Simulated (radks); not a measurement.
Neutral calcium inside a hard spherical wall (all orbitals vanish at R), configuration held at [Ar] 4s2 and not refilled when levels cross. Calculated with a radial shooting solver on a logarithmic mesh with Libxc functionals: scalar-relativistic Kohn-Sham, LDA (Slater exchange, Perdew-Wang correlation), spin-polarised, spherical densities, finite nucleus; Fermi nuclear charge, rms radius 3.4776 fm. Eigenvalues in eV for spin up, with the zero of energy where the potential of the charges vanishes at infinity; a dash marks a level that is unbound or too diffuse for the functional's potential to be trusted. A positive occupied level is held by the wall or, in an anion where self-interaction has pushed it up, behind a barrier. The pressure on the wall is -dE/dV.

| R (bohr) | E (hartree) | kinetic (hartree) | e(2p) | e(3s) | e(3p) | e(4s) | e(3d, empty) | e(4p, empty) | pressure (GPa) |
|---|---|---|---|---|---|---|---|---|---|
| free | -678.69038 | 682.866 | -334.58 | -46.832 | -27.986 | -3.864 | -2.133 | -1.439 | 0 |
| 15 | -678.69036 | 682.866 | -334.58 | -46.830 | -27.984 | -3.863 | -2.131 | -1.430 | 0.000140 |
| 12 | -678.69009 | 682.869 | -334.55 | -46.802 | -27.955 | -3.842 | -2.106 | -1.371 | 0.00474 |
| 10 | -678.68825 | 682.885 | -334.42 | -46.674 | -27.829 | -3.747 | -1.992 | -1.172 | 0.0488 |
| 6 | -678.59554 | 683.302 | -332.06 | -44.490 | -25.690 | -1.396 | 0.029 | 2.404 | 5.81 |
| 3.5 | -677.42747 | 687.061 | -322.06 | -36.625 | -18.000 | 17.529 | 9.095 | 25.978 | 299 |
| 3 | -676.24529 | 690.779 | -314.74 | -31.697 | -12.934 | 33.696 | 15.383 | 44.158 | 900 |
| 1.5 | -640.77834 | 781.009 | -208.93 | 63.237 | 87.738 | 355.98 | 117.69 | 361.03 | 94300 |
